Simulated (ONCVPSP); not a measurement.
## Scattering properties, ONCV potential for argon

ONCVPSP 4.0.1 input, shortened (lines: element, Z, core and valence counts, functional; n l f; lmax; l rc ep ncon nbas qcut; lloc lpopt rc5 dvloc0; l nproj debl; icmod fcfact rcfact), PBE, scalar-relativistic:

```
  Ar 18.00    3    2        4      upf
    1    0    2.00
    2    0    2.00
    2    1    6.00
    3    0    2.00
    3    1    5.50
    2
    0    1.15    0.00    4    8    6.10
    1    1.25    0.00    4    8    6.20
    2    1.15    0.04    4    7    9.60
    2    5    1.15    0.00
    0    1    0.90
    1    3    0.80
    2    0    3.50
    3    4.25    1.05
```

The phase is arctan(r·R′/R) of the radial function R(r), unwrapped; energies in Ha, scanned from -3 to 5 Ha. A pole is an energy at which the radial function vanishes at the test radius. The pseudo phase is shifted by a multiple of π to meet the all-electron one at the reference energy, and phase errors are pseudo minus all-electron; the curves can meet again beyond the range given. Levels narrower than the energy grid can be missing from the lists of poles.

```json
{"channel": "s", "radius (bohr)": "1.17", "reference energy (Ha)": "-1.11", "poles, all-electron": "4.34", "poles, pseudo": "0.23", "unbroken range about the reference energy with phases within 0.05 rad": "below -0.1", "phase error 1 Ha above the reference energy (rad)": "-0.041"}
{"channel": "p", "radius (bohr)": "1.27", "reference energy (Ha)": "-0.59", "poles, all-electron": "3.37", "poles, pseudo": "3.37", "unbroken range about the reference energy with phases within 0.05 rad": "the whole range", "phase error 1 Ha above the reference energy (rad)": "+0.000"}
{"channel": "d", "radius (bohr)": "1.17", "reference energy (Ha)": "0.04", "poles, all-electron": "4.19", "poles, pseudo": "4.46", "unbroken range about the reference energy with phases within 0.05 rad": "the whole range", "phase error 1 Ha above the reference energy (rad)": "+0.003"}
```

Note: ghosts flagged at negative energy: p at -159.5 eV; GHOST(+) flagged for s at 6.4 eV. A true bound ghost makes a file unfit for plane-wave use.

Phases in the p channel:

```tsv
E (Ha)	all-electron	pseudo
-2.98	0.855	0.856
-2.76	0.786	0.786
-2.54	0.702	0.702
-2.32	0.599	0.599
-2.10	0.472	0.472
-1.88	0.319	0.319
-1.66	0.139	0.139
-1.44	-0.062	-0.062
-1.22	-0.271	-0.271
-1.00	-0.470	-0.470
-0.78	-0.647	-0.647
-0.56	-0.797	-0.797
-0.34	-0.920	-0.920
-0.12	-1.021	-1.021
0.10	-1.104	-1.104
0.32	-1.173	-1.173
0.54	-1.230	-1.230
0.76	-1.279	-1.279
0.98	-1.320	-1.320
1.20	-1.356	-1.356
1.42	-1.388	-1.388
1.64	-1.416	-1.416
1.86	-1.442	-1.442
2.08	-1.465	-1.465
2.30	-1.486	-1.486
2.52	-1.505	-1.505
2.74	-1.524	-1.524
2.96	-1.541	-1.541
3.18	-1.557	-1.557
3.40	-1.573	-1.573
3.62	-1.588	-1.588
3.84	-1.603	-1.603
4.06	-1.617	-1.617
4.28	-1.632	-1.632
4.50	-1.647	-1.646
4.72	-1.662	-1.661
4.94	-1.677	-1.676
```
